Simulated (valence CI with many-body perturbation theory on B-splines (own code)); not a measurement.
# Ir28+: one-electron terms

Method: relativistic CI+MBPT: three valence electrons over a frozen Dirac-Fock core [Kr] 4d10, a basis of 7 s, 7 p, 7 d, 7 f, 4 g, 2 h functions for each j, with the one-electron correlation potential Σ1 (screened to all orders), the two-electron term Σ2, the three-electron term Σ3, Breit, model QED; selected single and double excitations, second order for the rest, scaled by the run's own slope (own B-spline code, finite nucleus).

No measured spectrum was set against this ion. As an estimate, large intervals hold to a few tenths of a per cent, small ones and those within an open d or f shell to about a per cent. Excitations out of the core, of the other parity, are not computed and may begin above about 175 eV (a cautious bound); beyond it only levels of the ground parity were kept, without lifetimes.

These are the spectroscopic orbitals of the CI (the correlating ones are not listed), shaped by the core and the other valence electrons. h is the expectation value of the core's Dirac-Fock operator, without the valence repulsion; Σ1 is computed up to l = 3 at one energy for each symmetry, that of its lowest orbital but kept below the first core excitation, so for empty shells it is not the orbital's own correlation shift; Breit and QED include the response of the core.

| Orbital | h (hartree) | Σ1 (cm⁻¹) | Breit (cm⁻¹) | QED (cm⁻¹) | ⟨r⟩ (bohr) |
| --- | --- | --- | --- | --- | --- |
| 5s1/2 | -32.306 | -21536 | 4268 | 3498 | 0.7520 |
| 6s1/2 | -20.168 | -6886 | 1995 | 1639 | 1.207 |
| 7s1/2 | -13.845 | -3359 | 1124 | 937 | 1.756 |
| 5p1/2 | -30.502 | -19584 | 6439 | 109 | 0.7732 |
| 6p1/2 | -19.256 | -6834 | 3237 | 56.5 | 1.234 |
| 7p1/2 | -13.312 | -3381 | 1835 | 32.9 | 1.798 |
| 5p3/2 | -29.178 | -16573 | 3590 | 390 | 0.8109 |
| 6p3/2 | -18.598 | -6176 | 1844 | 201 | 1.279 |
| 7p3/2 | -12.934 | -3130 | 1167 | 117 | 1.852 |
| 5d3/2 | -26.301 | -14890 | 2403 | -207 | 0.8421 |
| 6d3/2 | -17.103 | -6046 | 1299 | -108 | 1.334 |
| 7d3/2 | -12.056 | -3183 | 772 | -63.4 | 1.931 |
| 5d5/2 | -26.028 | -14227 | 1462 | -76.3 | 0.8521 |
| 6d5/2 | -16.963 | -5828 | 785 | -39.1 | 1.346 |
| 7d5/2 | -11.974 | -3079 | 474 | -22.7 | 1.945 |
| 4f5/2 | -38.96 | -31451 | 725 | -607 | 0.4147 |
| 5f5/2 | -22.654 | -13236 | 467 | -169 | 0.8792 |
| 4f7/2 | -38.776 | -30748 | -951 | -459 | 0.4180 |
| 5f7/2 | -22.588 | -13045 | -80.7 | -122 | 0.8824 |
| 5g7/2 | -19.864 |  | -148 | -44.7 | 0.8779 |
| 5g9/2 | -19.854 |  | -296 | -32.0 | 0.8788 |

Among the shells of the start configuration 4f3, Σ1 is largest in size for 4f5/2, where it is 0.37 % of h.

Lowest root of each symmetry, sizes in configuration state functions:

```csv
J,Parity,Roots,Reference,Variational,Second order,Change by selected CI (cm⁻¹),Change by second order (cm⁻¹)
1/2,even,4,63,4007,6947,-4645,-1
3/2,even,5,111,6639,12648,-3255,-1
5/2,even,5,138,7914,15269,-3477,-1
7/2,even,5,138,7931,18042,-2762,-1
9/2,even,5,122,7316,14210,-3047,-1
11/2,even,4,90,6017,14715,-2811,-2
13/2,even,3,59,4764,8308,-2820,-1
1/2,odd,10,64,4899,7595,-4477,0
3/2,odd,18,114,8204,14202,-3495,0
5/2,odd,20,134,9971,19338,-3472,0
7/2,odd,20,135,10410,22238,-3135,0
9/2,odd,19,118,9447,22067,-2232,0
11/2,odd,15,91,7611,12636,-2051,0
13/2,odd,9,56,5666,10002,-2107,0
15/2,odd,6,29,3920,8561,-2255,0
17/2,odd,2,8,2103,2354,-3107,0
```
